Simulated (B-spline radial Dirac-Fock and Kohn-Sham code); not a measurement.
The computed values come from a radial finite-basis atomic code: relaxed Dirac-Fock hole states (ΔSCF) with Breit and QED corrections and a finite nucleus. Free neutral atoms up to Cf, the lines Kα1, Kβ1, Lα1, Lβ1, Lβ2, Lγ1, Lℓ and Mα1 where both subshells are closed (so no Lα of most 3d metals and no Mα of most lanthanides); Na, Y were not searched.

Q: Dy Lβ1 is computed at 7249.5 eV. Which of the searched lines of other elements lie within 83 eV and could overlap it in an energy-dispersive spectrum?

A: Tm Lα1 at 7179.3 eV (-70); Sm Lγ1 at 7173.8 eV (-76).
